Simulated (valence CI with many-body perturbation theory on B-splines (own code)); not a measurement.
Results of a calculation; reference values are marked as such.
From CI to CI+MBPT in Xe³³⁺

Level of theory: valence CI with perturbative core correlation (CI+MBPT): three valence electrons over a frozen Dirac-Fock core [Ar], radial functions for each j: 9 s, 9 p, 10 d, 8 f, 5 g, 3 h, 1 i, with the one-electron correlation potential Σ1 (screened to all orders), the two-electron term Σ2, the three-electron term Σ3, Breit, model QED; selected single and double excitations, second order for the rest (own B-spline code, finite nucleus).

No measured spectrum was set against this ion. As an estimate, large intervals hold to a few tenths of a per cent, small ones and those within an open d or f shell to about a per cent. Only levels of the ground parity were solved; by the run's estimate the other parity begins above the list, which can be wrong where configurations are misplaced.

Each rung adds one term. CI alone is the Dirac-Coulomb CI over the frozen core; QED comes last and gives the full result, which names the levels. Energies are above (3d3/2^3) J=3/2 on the same rung, in cm⁻¹.

Levels are named by their leading jj configuration (3d3/2^4 stands for four electrons in 3d with j = 3/2), which in mixed levels can hold well under half, so a name can repeat and another be missing. Letters in brackets count levels of one name in rising energy.

```
                    Level  CI alone     Σ1     Σ2     Σ3   Breit    QED    Full
(3d3/2^2 3d5/2) J=5/2 [a]     90116   +777  +1884   +202   -4255   +344   89069
    (3d3/2^2 3d5/2) J=7/2    136703   +942  +1411    +44   -7170   +402  132332
    (3d3/2^2 3d5/2) J=3/2    136189   +723  -2353   +964   -3031   +299  132792
    (3d3/2^2 3d5/2) J=9/2    151558   +870  +1425   -174   -8314   +363  145729
    (3d3/2^2 3d5/2) J=1/2    160486   +813  -3558  +1133   -3955   +331  155251
(3d3/2 3d5/2^2) J=7/2 [a]    239292  +1537  +1830   -259   -8731   +654  234323
(3d3/2^2 3d5/2) J=5/2 [b]    243429  +1236  -3173   +272   -5952   +503  236315
    (3d3/2 3d5/2^2) J=9/2    254426  +1655  +2676   +323  -11323   +703  248460
(3d3/2 3d5/2^2) J=3/2 [a]    283405  +1654  -1615   -345   -7038   +691  276753
    (3d3/2 3d5/2^2) J=1/2    296983  +1692  -2972  +1688   -7831   +702  290263
   (3d3/2 3d5/2^2) J=11/2    311625  +1718  +2241   +258  -13406   +707  303143
(3d3/2 3d5/2^2) J=5/2 [a]    333936  +1663  -4186   -959   -8392   +676  322739
(3d3/2 3d5/2^2) J=5/2 [b]    349529  +1637  -4066   +397   -7102   +642  341037
(3d3/2 3d5/2^2) J=7/2 [b]    368332  +1721  -4368   +672  -10095   +683  356944
          (3d5/2^3) J=9/2    392632  +2487  +2785   -304  -14224  +1052  384429
          (3d5/2^3) J=3/2    410935  +2274  -2361  +1087   -9843   +940  403032
(3d3/2 3d5/2^2) J=3/2 [b]    511946  +2194  -7613    +81   -8577   +847  498878
          (3d5/2^3) J=5/2    537978  +2506  -4870   +137  -10429   +995  526317
```

The middle columns are the shifts that each term adds.

How does the ionisation energy move along the ladder, and which term matters most?

CI alone 2106.7, + Σ1 2109.3, + Σ2 2114.8, + Σ3 2114.8, + Breit 2113.6, + QED 2113.7 eV. The largest step is Σ2, 5.4 eV. NIST lists 2113 ± 5 eV (theoretical).
